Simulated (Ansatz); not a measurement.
Cost and result for the atomization energy of `BN([SiH](C)C)[SiH](C)C` (24 atoms, 23 bonds).

```xyz
24

B    -1.2517   -1.6484   -0.8613
N    -0.3570   -0.5976   -0.5946
Si    1.3340   -1.0679   -0.3877
C     1.5779   -1.8121    1.3057
C     2.4635    0.3999   -0.6294
Si   -0.9001    1.0600   -0.3602
C    -0.6247    1.5600    1.4200
C    -2.6890    1.2772   -0.8272
H    -2.4282   -1.4513   -0.9805
H    -0.8303   -2.7704   -0.9667
H     1.6457   -2.0847   -1.4266
H     0.9271   -2.6792    1.4418
H     1.3451   -1.0880    2.0911
H     2.6120   -2.1401    1.4426
H     2.2995    1.1874    0.1100
H     2.3416    0.8394   -1.6216
H     3.5014    0.0680   -0.5339
H    -0.0680    1.9361   -1.2330
H    -1.2202    0.9339    2.0901
H    -0.9209    2.6008    1.5768
H     0.4229    1.4660    1.7153
H    -2.9485    2.3364   -0.7407
H    -2.8778    0.9653   -1.8562
H    -3.3541    0.7093   -0.1738
```

The species carries charge 0 and has multiplicity 1. Geometry: relaxed with PBE0-D4/def2-TZVP. It is one conformer, not always the lowest. Program: Ansatz. All runs use 4 threads of an AMD EPYC 7R13 on a shared host and a share of an NVIDIA H100 80 GB. Times are those of one run each, without the atoms' runs, and a repeat can differ threefold. Electronic energies, without spin–orbit coupling; frozen cores. CCSD(T)/CBS adds CCSD(T) − MP2 in def2-TZVPP to the MP2 limit, and its time is that of the two runs behind it. T1 = 0.011.

CCSD(T)/CBS is a level of theory with its own doubt, some kJ/mol a heavy atom from the limit and from the frozen cores, so smaller differences don't rank the functionals.

```json
{"level": "revPBE-D4/def2-TZVPP", "functions": "494", "wall time": "3.3 s"}
{"level": "BLYP-D4/def2-TZVPP", "functions": "494", "wall time": "3.4 s"}
{"level": "LDA (SPW92)/def2-TZVPP", "functions": "494", "wall time": "3.5 s"}
{"level": "PBE0-D4/def2-TZVPP", "functions": "494", "wall time": "3.9 s"}
{"level": "PBE-D4/def2-TZVPP (with forces)", "functions": "494", "wall time": "4 s"}
{"level": "BHLYP-D4/def2-TZVPP", "functions": "494", "wall time": "4.7 s"}
{"level": "CCSD(T)/def2-SVP", "functions": "200", "wall time": "4.8 s"}
{"level": "PBE-QIDH/def2-TZVPP", "functions": "494", "wall time": "5.5 s"}
{"level": "B2PLYP/def2-TZVPP", "functions": "494", "wall time": "6 s"}
{"level": "MP2/def2-QZVPP", "functions": "962", "wall time": "8.5 s"}
{"level": "ωB97M-V/def2-TZVPP (with forces)", "functions": "494", "wall time": "11 s"}
{"level": "CCSD(T)/def2-TZVPP", "functions": "494", "wall time": "56 s"}
{"level": "CCSD(T)/CBS(def2)", "functions": "–", "wall time": "64 s"}
```

Task: What atomization energy does each give, and how far from CCSD(T)/CBS? (Best estimate.)

Result: Computed: 
| level | atomization (kJ/mol) | difference from CCSD(T)/CBS | per bond |
| --- | --- | --- | --- |
| revPBE-D4/def2-TZVPP | 8968.3 | -84.7 | -3.7 |
| BLYP-D4/def2-TZVPP | 9007.2 | -45.8 | -2.0 |
| LDA (SPW92)/def2-TZVPP | 10125.7 | 1072.7 | 46.6 |
| PBE0-D4/def2-TZVPP | 9066.7 | 13.7 | 0.6 |
| PBE-D4/def2-TZVPP (with forces) | 9132.5 | 79.5 | 3.5 |
| BHLYP-D4/def2-TZVPP | 8930.9 | -122.1 | -5.3 |
| CCSD(T)/def2-SVP | 8591.1 | -461.9 | -20.1 |
| PBE-QIDH/def2-TZVPP | 9016.4 | -36.6 | -1.6 |
| B2PLYP/def2-TZVPP | 8962.7 | -90.3 | -3.9 |
| MP2/def2-QZVPP | 9031.1 | -21.9 | -0.9 |
| ωB97M-V/def2-TZVPP (with forces) | 9095.3 | 42.3 | 1.8 |
| CCSD(T)/def2-TZVPP | 8849.4 | -203.6 | -8.9 |
| CCSD(T)/CBS(def2) | 9053.0 | 0.0 | 0.0 |

Leaving LDA and LC-ωPBE aside and taking each functional with its dispersion term where it has one, the values spread over 201.6 kJ/mol, from BHLYP-D4 to PBE-D4. LDA lies +1058.9 kJ/mol from PBE without D4, its usual overbinding. The D4 term adds +104.3 kJ/mol with B3LYP and +56.9 kJ/mol with PBE0; it sums over pairs of atoms, weighted by their polarisabilities, and B3LYP, whose exchange is more repulsive, gets the larger term. From BLYP to BHLYP (50 % exact exchange), in def2-TZVPP and without D4, the atomization energy moves by −18.3 kJ/mol: exact exchange takes away binding that semilocal exchange gives to molecules.

B3LYP here is the variant with VWN-RPA as its local correlation; programs differ in this.
